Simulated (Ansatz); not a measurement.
Input and output for `CO[SiH]Br` radical.

```yaml
crystal:
  periodic: [false, false, false]
  atoms:
    - {symbol: C, position_ang: [-1.012441, 0.621200, -0.123353]}
    - {symbol: O, position_ang: [-0.306622, -0.438945, 0.522570]}
    - {symbol: Si, position_ang: [1.017796, -1.246888, -0.056661]}
    - {symbol: Br, position_ang: [2.592279, 0.312222, -0.633923]}
    - {symbol: H, position_ang: [-1.470880, 0.259293, -1.040682]}
    - {symbol: H, position_ang: [-0.391854, 1.440548, -0.419868]}
    - {symbol: H, position_ang: [-1.751779, 0.974149, 0.550795]}
    - {symbol: H, position_ang: [1.550525, -1.997769, 1.108215]}
basis:
  gaussian: {orbitals: cc-pVDZ, nuclear_model: gaussian}
magnetization: {spin_polarized: true, initial_magnetization: 1}
hamiltonian: {xc: {name: BLYP}, dispersion: d3bj}
accuracy: high
```

```sh
$ ansatz run in.yaml --threads 4 --pin off --events-out ev --progress --plain --max-ram 10444MiB
```

It prints (some lines left out):

```
Functional definition: BLYP
2098 factors; integrals over basis functions are off by at most 4.6e-9 eV
mean field evaluation 1: about -81065.3901 eV, gradient 3.9e1 eV
mean field evaluation 2: about -81007.7751 eV, gradient 1.2e2 eV
mean field evaluation 4: about -81071.7376 eV, gradient 9.4e0 eV
mean field evaluation 8: about -81072.0700 eV, gradient 2.7e-1 eV
mean field evaluation 16: about -81072.0704 eV, gradient 7.7e-5 eV
mean field -81072.07038582 eV, -2979.3436340560 hartree, gradient 7.0e-8 eV, S^2 0.751443; 0 other end points of the search recorded, 0 dependent functions left out
reference -81072.07043999 eV, -2979.3436360467 hartree; 34, 33 occupied and 59, 60 virtual orbitals, 2098 factors
Total energy: -81072.47265434 eV, -2979.3584171513 hartree
```

Run time 4.7 s (4 threads of an Arm Neoverse V1 on a shared host); peak host memory 0.32 GiB.
